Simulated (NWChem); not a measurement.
## Correlation energy of Ge

```xyz
1

Ge     0.0000     0.0000     0.0000
```
Charge 0, spin multiplicity 3.

The numbers come from NWChem runs, not from measurements.

Basis set: def2-QZVP. Each correlation energy counts from its own Hartree-Fock reference.

The Hamiltonian is non-relativistic. The correlated methods keep 9 core orbitals frozen. The stability of the SCF solutions was not checked. Open-shell Hartree-Fock references start from PBE0 orbitals. No row is a measurement; the coupled-cluster row has its own basis-set and correlation limits.

| method | correlation energy (mHa) |
|---|---|
| CCSD on ROHF | -239.0 |
| CCSD[T] on ROHF | ? |
| UMP2 | -235.5 |
| CCSD[T] on UHF | -243.9 |
| SCS-UMP2 | ? |
| CCSD on UHF | -235.3 |
| CCSD(T) on ROHF | -247.0 |
| CCSD(T) on UHF | ? |

Problem. Complete the blanks.

Solution. 
- CCSD[T] on ROHF, correlation energy (mHa): -247.9
- SCS-UMP2, correlation energy (mHa): -216.7
- CCSD(T) on UHF, correlation energy (mHa): -242.9
